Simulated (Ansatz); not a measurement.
A family of molecules: the HOMO–LUMO gap

One atom is swapped for its congeners: C8H20Si (tetraethylsilane) `CC[Si](CC)(CC)CC`; C8H20Ge (tetraethylgermane) `C[CH2][Ge]([CH2]C)([CH2]C)[CH2]C`; C8H20Sn `C[CH2][Sn]([CH2]C)([CH2]C)[CH2]C`. All are singlets with charge 0.

Shapes, held fixed at every level: PBE0-D4/def2-TZVP. Flexible molecules stand in one conformer, not always the lowest. Programs: Ansatz 0.2.0. Values in eV.

Question: How should the HOMO–LUMO gap change along the series?

Answer: At wB97M-V/def2-TZVPP the HOMO–LUMO gap falls at every step, from 12.11 to 11.15 eV. Every level shows the same order. For atoms past krypton def2 sets carry core potentials with scalar relativity. Relativity is left out for Ge unless named. Orbital gaps aren't excitation energies, and the LUMO depends on the basis.

```csv
level,C8H20Si,C8H20Ge,C8H20Sn
SPW92/def2-TZVPP,6.23,6.09,5.58
PBE-D4/def2-TZVPP,6.38,6.21,5.68
B3LYP-D4/def2-TZVPP,7.96,7.71,7.14
BHLYP-D4/def2-TZVPP,10.30,9.97,9.34
r2SCAN0-D4/def2-TZVPP,9.00,8.76,8.13
wB97M-V/def2-TZVPP,12.11,11.83,11.15
```
